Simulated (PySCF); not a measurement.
## Ionisation energy of Si⁺ by level of theory

Si⁺ [Ne] 3s2 3p1 (2P) → Si²⁺ [Ne] 3s2 (1S), as a difference of total energies. Computed with PySCF 2.14 in def2-TZVPPD, with no relativity, point nucleus. Correlated levels: valence and next inner shell: 1s2 frozen. The calculations carry no spin-orbit coupling.

```
                                method  ionisation energy (eV)
                                   UHF                  15.842
    MP2 (valence and next inner shell)                  16.094
SCS-MP2 (valence and next inner shell)                  16.082
   CCSD (valence and next inner shell)                  16.212
CCSD(T) (valence and next inner shell)                  16.237
```

Question: How much does correlation contribute at CCSD(T) (valence and next inner shell)?

Answer: 16.237 − (15.842) = 0.395 eV, measured against UHF.

Errors of the correlated levels include the incompleteness of this basis and the frozen core.

For comparison: 16.322 eV (measured; NIST levels, between the centres of gravity of the two terms).
